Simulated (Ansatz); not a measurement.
Energy needed to pull apart BSbH4 (SMILES [BH2][SbH2]), singlet, into free ground-state atoms, from the structure below (displaced at random from a GFN2-xTB minimum); no zero-point or spin–orbit terms; open-shell atoms are treated unrestricted, in their ground-state multiplicity.

| atom | x (Å) | y (Å) | z (Å) |
| --- | --- | --- | --- |
| B1 | 0.1011 | -1.0002 | 0.2938 |
| Sb2 | 0.7403 | 1.0034 | 0.0275 |
| H3 | -0.1500 | -1.4194 | 1.2572 |
| H4 | 0.1416 | -1.6704 | -0.4888 |
| H5 | -0.0997 | 1.3312 | -1.7459 |
| H6 | -0.7393 | 1.6021 | 0.8299 |

Computed with Ansatz 0.2.0 (basis: def2-TZVPP); correlated methods freeze the cores. Filled d shells of the heavier atoms are correlated. Core potentials replace the inner electrons of the atoms past krypton. The def2 sets are not built for correlating such inner shells, so the correlated values are less sure here.

```
      method  atomization energy (eV)
      PBE-D4                    14.97
   r2SCAN-D4                    14.89
     PBE0-D4                    14.75
CAM-B3LYP-D4                        ?
     LC-wPBE                    14.45
     wB97M-V                    14.88
          HF                        ?
         MP2                    14.01
        CCSD                    14.21
     CCSD(T)                    14.42
```

Q: What does HF give? (An estimate is asked for; the value comes from the calculation.)

A: By the calculation: 10.35 eV, which is about 4.06 eV less than CCSD(T)/def2-TZVPP.

Q: What does CAM-B3LYP-D4 give? (Judge from chemistry; the value comes from the calculation.)

A: The calculation gives: 15.08 eV, which is about 0.66 eV more than CCSD(T)/def2-TZVPP.

In triple zeta the MP2 and coupled-cluster atomization energies are still short of their basis limit by a few kcal/mol a bond, whereas those of the functionals are nearly converged, so these differences are not deviations from converged CCSD(T).

No T1 diagnostic of these runs exceeds 0.017.

For scale, one of the runs: CCSD(T)/def2-TZVPP forces, 137 basis functions (an equivalent command: `ansatz run in.yaml --threads 4`). The run took 38 s on 4 CPU threads (shared host), with 1.5 GiB of host memory at its peak.
